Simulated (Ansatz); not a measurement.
Input (CCSDT(Q)/cc-pVDZ; Ansatz, a first-principles code):

Ansatz 0.2 input:
```yaml
crystal:
  periodic: [false, false, false]
  atoms:
    - {symbol: Ge, position_ang: [-0.06068655, -0.73851741, 0.78063839]}
    - {symbol: Br, position_ang: [0.28257862, 1.15392559, -0.60465503]}
    - {symbol: O, position_ang: [-0.85525189, -1.76487305, -0.46114537]}
    - {symbol: H, position_ang: [-1.10626703, -2.63585435, -0.12833925]}
basis:
  gaussian:
    orbitals: cc-pVDZ
magnetization: {spin_polarized: false}
correlation: {method: ccsdt_q, electrons: outside_noble_gas}
```

Output:

```
Functional definition: HF
integrals: 0.09 GiB planned
1420 factors; integrals over basis functions are off by at most 2.3e-7 eV
mean field: 0.52 GiB planned
mean field evaluation 1: about -128522.9954 eV, gradient 3.5e1 eV
mean field evaluation 2: about -128523.0201 eV, gradient 3.5e1 eV
mean field evaluation 4: about -128525.7413 eV, gradient 2.2e0 eV
mean field evaluation 8: about -128525.7727 eV, gradient 2.4e-1 eV
mean field evaluation 16: about -128525.7075 eV, gradient 2.2e0 eV
mean field -128525.77331055 eV, -4723.2350512645 hartree, gradient 8.2e-6 eV, S^2 0.000000; 0 other end points of the search recorded, 0 dependent functions left out
29 core orbitals not correlated
reference -128525.77331055 eV, -4723.2350512645 hartree; 9, 9 occupied and 35, 35 virtual orbitals, 1420 factors
second order -10.34152953 eV of doubles, -0.00000000 eV of singles
coupled cluster: 0.49 GiB planned
cycle   1  -10.57817232 eV  change   -2.4e-1 eV  update   1.1e-1
cycle   2  -10.99132060 eV  change   -4.1e-1 eV  update   6.2e-2
cycle   3  -11.29001114 eV  change   -3.0e-1 eV  update   3.2e-2
cycle   4  -11.28221415 eV  change    7.8e-3 eV  update   1.2e-2
cycle   5  -11.25887085 eV  change    2.3e-2 eV  update   6.7e-3
cycle   6  -11.26326639 eV  change   -4.4e-3 eV  update   2.8e-3
cycle   7  -11.26525082 eV  change   -2.0e-3 eV  update   1.1e-3
cycle   8  -11.26478598 eV  change    4.6e-4 eV  update   5.2e-4
cycle   9  -11.26454609 eV  change    2.4e-4 eV  update   1.9e-4
cycle  10  -11.26477747 eV  change   -2.3e-4 eV  update   1.0e-4
cycle  11  -11.26460812 eV  change    1.7e-4 eV  update   4.6e-5
cycle  12  -11.26462728 eV  change   -1.9e-5 eV  update   2.1e-5
cycle  13  -11.26463586 eV  change   -8.6e-6 eV  update   9.8e-6
cycle  14  -11.26462857 eV  change    7.3e-6 eV  update   4.3e-6
cycle  15  -11.26462757 eV  change    1.0e-6 eV  update   2.0e-6
perturbative correction -0.03730629 eV, -0.0013709809 hartree
Total energy: -128537.07524441 eV, -4723.6503896731 hartree
```
